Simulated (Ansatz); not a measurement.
Abridged output of a molecular run in Ansatz:

```
Functional definition: HF
1775 factors; integrals over basis functions are off by at most 1.2e-3 eV
mean field evaluation 1: about -13146.5634 eV, gradient 4.2e1 eV
mean field evaluation 2: about -13146.8260 eV, gradient 4.2e1 eV
mean field evaluation 4: about -13151.1839 eV, gradient 4.7e0 eV
mean field evaluation 8: about -13151.2571 eV, gradient 2.8e-1 eV
mean field -13151.25735012 eV, -483.2997933745 hartree, gradient 1.9e-6 eV, S^2 0.000000; 0 other end points of the search recorded, 0 dependent functions left out
9 core orbitals not correlated: weight in the atoms' cores, before any rotation towards them, 1.000 or more for the frozen orbitals, at most 0.000 for the correlated occupied ones
reference -13151.25735012 eV, -483.2997933745 hartree; 16, 16 occupied and 281, 281 virtual orbitals, 1775 factors
second order -24.45668034 eV of doubles, -0.00000000 eV of singles
cycle   1  -25.29029714 eV  change   -8.3e-1 eV  update   9.9e-2
cycle   2  -25.92116238 eV  change   -6.3e-1 eV  update   2.9e-2
cycle   3  -26.02189254 eV  change   -1.0e-1 eV  update   1.2e-2
cycle   4  -26.01483040 eV  change    7.1e-3 eV  update   3.0e-3
cycle   5  -26.01462499 eV  change    2.1e-4 eV  update   1.2e-3
cycle   6  -26.01482670 eV  change   -2.0e-4 eV  update   3.4e-4
cycle   7  -26.01462661 eV  change    2.0e-4 eV  update   1.2e-4
cycle   8  -26.01459390 eV  change    3.3e-5 eV  update   3.6e-5
perturbative correction -0.96206703 eV, -0.0353553111 hartree
Total energy: -13178.23401105 eV, -484.2911673783 hartree
```

Its atoms:

Cartesian coordinates in Å:
```
O 1.3251 -1.6428 -0.3984
C 1.4495 -0.3910 0.2473
C 0.2291 -0.1783 1.1139
C -1.0859 -0.2056 0.3376
Si -1.2738 1.1060 -0.9935
H 2.0584 -1.7510 -1.0071
H 1.5314 0.4195 -0.4919
H 2.3521 -0.3602 0.8728
H 0.3460 0.7802 1.6309
H 0.2163 -0.9538 1.8873
H -1.2148 -1.1845 -0.1336
H -1.9256 -0.0833 1.0301
H -0.3481 0.8906 -2.1391
H -2.6648 1.0947 -1.5226
H -0.9949 2.4595 -0.4338
```

Q: Which basis set was used?
A. def2-SVPD
B. cc-pV(D+d)Z
C. def2-TZVPP
D. def2-QZVPP

A: C. It gives 306 functions.

Q: Write the keys of the input that set method, charge and spin (a neutral closed shell needs none for the last two).

A: 
```yaml
correlation: {method: ccsd_t}
```
